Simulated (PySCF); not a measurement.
ethane (C$_{2}$H$_{6}$), singlet, geometry from GFN2-xTB; PBE0/STO-3G, polarisability (PySCF).

PySCF was given this input:
```python
from pyscf import gto, scf, dft
from pyscf.prop import polarizability

mol = gto.M(
    atom='''
C    -0.00063425   -0.00460240    0.76069610
C     0.00063425    0.00460240   -0.76069610
H     0.00531742    1.01117798    1.14976058
H    -0.88580270   -0.51053241    1.13981086
H     0.87762477   -0.52140267    1.14121540
H    -0.00531742   -1.01117798   -1.14976058
H    -0.87762477    0.52140267   -1.14121540
H     0.88580270    0.51053241   -1.13981086
''',
    basis='sto-3g',
    verbose=4,
)

mf = dft.RKS(mol)
mf.xc = 'pbe0'
mf.kernel()
alpha = mf.Polarizability().polarizability()[2, 2]
print('alpha_zz =', alpha)
```

What the program printed (banner, timings and long lists left out):

```
site-packages/pyscf/prop/efg/rhf.py:45: UserWarning: Module EFG is under testing
  warnings.warn('Module EFG is under testing')
site-packages/pyscf/prop/efg/dhf.py:30: UserWarning: Module EFG is under testing
  warnings.warn('Module EFG is under testing')
site-packages/pyscf/prop/zfs/uhf.py:40: UserWarning: Module ZFS is under testing
  warnings.warn('Module ZFS is under testing')
site-packages/pyscf/prop/gtensor/uhf.py:43: UserWarning: Module g-tensor is under testing
  warnings.warn('Module g-tensor is under testing')
site-packages/pyscf/prop/gtensor/uks.py:41: UserWarning: Module g-tensor is under testing
  warnings.warn('Module g-tensor is under testing')
site-packages/pyscf/prop/hfc/uks.py:35: UserWarning: Module HFC is under testing
  warnings.warn('Module HFC is under testing')
site-packages/pyscf/prop/magnetizability/rhf.py:39: UserWarning: Module magnetizability is under testing
  warnings.warn('Module magnetizability is under testing')
site-packages/pyscf/prop/magnetizability/uhf.py:37: UserWarning: Module magnetizability is under testing
  warnings.warn('Module magnetizability is under testing')
site-packages/pyscf/prop/magnetizability/rks.py:37: UserWarning: Module magnetizability is under testing
  warnings.warn('Module magnetizability is under testing')
site-packages/pyscf/prop/magnetizability/uks.py:39: UserWarning: Module magnetizability is under testing
  warnings.warn('Module magnetizability is under testing')
site-packages/pyscf/prop/polarizability/uhf.py:34: UserWarning: Module polarizability is under testing
  warnings.warn('Module polarizability is under testing')
site-packages/pyscf/prop/polarizability/rks.py:29: UserWarning: Module polarizability is under testing
  warnings.warn('Module polarizability is under testing')
site-packages/pyscf/prop/polarizability/uks.py:29: UserWarning: Module polarizability is under testing
  warnings.warn('Module polarizability is under testing')
PySCF version 2.14.0

[INPUT] verbose = 4
[INPUT] num. atoms = 8
[INPUT] num. electrons = 18
[INPUT] charge = 0
[INPUT] spin (= nelec alpha-beta = 2S) = 0
[INPUT] symmetry False subgroup None
[INPUT] Mole.unit = angstrom
[INPUT] Symbol           X                Y                Z      unit          X                Y                Z       unit  Magmom
[...]
nuclear repulsion = 42.4439826416279
number of shells = 12
number of NR pGTOs = 48
number of NR cGTOs = 16
basis = sto-3g
ecp = {}

******** <class 'pyscf.dft.rks.RKS'> ********
method = RKS
initial guess = minao
damping factor = 0
level_shift factor = 0
DIIS = <class 'pyscf.scf.diis.CDIIS'>
diis_start_cycle = 1
diis_space = 8
diis_damp = 0
SCF conv_tol = 1e-09
SCF conv_tol_grad = None
SCF max_cycles = 50
direct_scf = True
direct_scf_tol = 1e-13
XC library pyscf.dft.libxc version 7.1.2
    S. Lehtola, C. Steigemann, M. J. T. Oliveira, and M. A. L. Marques,  SoftwareX 7, 1–5 (2018)
XC functionals = pbe0
    C. Adamo and V. Barone,  J. Chem. Phys. 110, 6158 (1999)
    M. Ernzerhof and G. E. Scuseria,  J. Chem. Phys. 110, 5029 (1999)
radial grids:
    Treutler-Ahlrichs [JCP 102, 346 (1995); DOI:10.1063/1.469408] (M4) radial grids

becke partition: Becke, JCP 88, 2547 (1988); DOI:10.1063/1.454033
pruning grids: <function nwchem_prune>
grids dens level: 3
symmetrized grids: False
atomic radii adjust function: <function treutler_atomic_radii_adjust>
small_rho_cutoff = 0
Set gradient conv threshold to 3.16228e-05
Initial guess from minao.
tot grids = 87088
init E= -78.6713156664241
[...]
cycle= 1 E= -78.7820225449613  delta_E= -0.111  |g|= 0.137  |ddm|= 2.99
[...]
cycle= 2 E= -78.7850198058049  delta_E= -0.003  |g|= 0.0939  |ddm|= 0.303
[...]
cycle= 3 E= -78.7877745557613  delta_E= -0.00275  |g|= 0.00353  |ddm|= 0.126
[...]
cycle= 4 E= -78.7877784959657  delta_E= -3.94e-06  |g|= 5.65e-05  |ddm|= 0.00529
[...]
cycle= 5 E= -78.7877784969614  delta_E= -9.96e-10  |g|= 7.79e-07  |ddm|= 8.35e-05
[...]
Extra cycle  E= -78.7877784969617  delta_E= -2.84e-13  |g|= 5.52e-08  |ddm|= 1.34e-06
converged SCF energy = -78.7877784969617
Isotropic polarizability 10.5603975841
Polarizability anisotropy 0.236648490707
alpha_zz = 10.718163244389807
```
